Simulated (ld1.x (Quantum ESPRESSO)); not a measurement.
# u(r) = r·R(r): atom against pseudo-atom (O (Z = 8))

Columns: radius, all-electron u(r) and pseudo u(r) of the 2s shell (level -23.87 eV) of oxygen in the configuration [He] 2s1.75 2p4.25; LDA (PZ), scalar-relativistic, TM scheme, ld1.x (Quantum ESPRESSO) 7.5.

```json
{"r (bohr)": "0.060", "all-electron": "0.3668", "pseudo": "-0.1060"}
{"r (bohr)": "0.120", "all-electron": "0.4146", "pseudo": "-0.1958"}
{"r (bohr)": "0.180", "all-electron": "0.3038", "pseudo": "-0.2591"}
{"r (bohr)": "0.240", "all-electron": "0.1237", "pseudo": "-0.2989"}
{"r (bohr)": "0.300", "all-electron": "-0.0763", "pseudo": "-0.3329"}
{"r (bohr)": "0.360", "all-electron": "-0.2693", "pseudo": "-0.3848"}
{"r (bohr)": "0.420", "all-electron": "-0.4419", "pseudo": "-0.4722"}
{"r (bohr)": "0.480", "all-electron": "-0.5883", "pseudo": "-0.5905"}
{"r (bohr)": "0.540", "all-electron": "-0.7071", "pseudo": "-0.7071"}
{"r (bohr)": "0.600", "all-electron": "-0.7994", "pseudo": "-0.7994"}
{"r (bohr)": "0.660", "all-electron": "-0.8675", "pseudo": "-0.8675"}
{"r (bohr)": "0.720", "all-electron": "-0.9143", "pseudo": "-0.9143"}
{"r (bohr)": "0.780", "all-electron": "-0.9429", "pseudo": "-0.9429"}
{"r (bohr)": "0.840", "all-electron": "-0.9562", "pseudo": "-0.9562"}
{"r (bohr)": "0.900", "all-electron": "-0.9570", "pseudo": "-0.9570"}
{"r (bohr)": "0.960", "all-electron": "-0.9477", "pseudo": "-0.9477"}
{"r (bohr)": "1.020", "all-electron": "-0.9304", "pseudo": "-0.9304"}
{"r (bohr)": "1.080", "all-electron": "-0.9069", "pseudo": "-0.9069"}
{"r (bohr)": "1.140", "all-electron": "-0.8788", "pseudo": "-0.8788"}
{"r (bohr)": "1.200", "all-electron": "-0.8472", "pseudo": "-0.8472"}
{"r (bohr)": "1.260", "all-electron": "-0.8133", "pseudo": "-0.8133"}
{"r (bohr)": "1.320", "all-electron": "-0.7779", "pseudo": "-0.7779"}
{"r (bohr)": "1.380", "all-electron": "-0.7417", "pseudo": "-0.7417"}
{"r (bohr)": "1.440", "all-electron": "-0.7052", "pseudo": "-0.7052"}
{"r (bohr)": "1.500", "all-electron": "-0.6689", "pseudo": "-0.6689"}
{"r (bohr)": "1.560", "all-electron": "-0.6331", "pseudo": "-0.6331"}
```

Question: How many radial nodes do the two functions have?

Answer: The all-electron 2s function has n − l − 1 = 1; the pseudo-wave has 0, since the states of the same l below it are removed with the core.

Question: At about which radius was the pseudo-wave matched?

Answer: 0.55 bohr, where the columns begin to agree (steps of 0.06 bohr).

Question: Is the pseudo-wave norm-conserving?

Answer: Yes: the TM scheme keeps the norm inside the radius equal to the all-electron one, which fixes the energy derivative of the logarithmic derivative at the level.
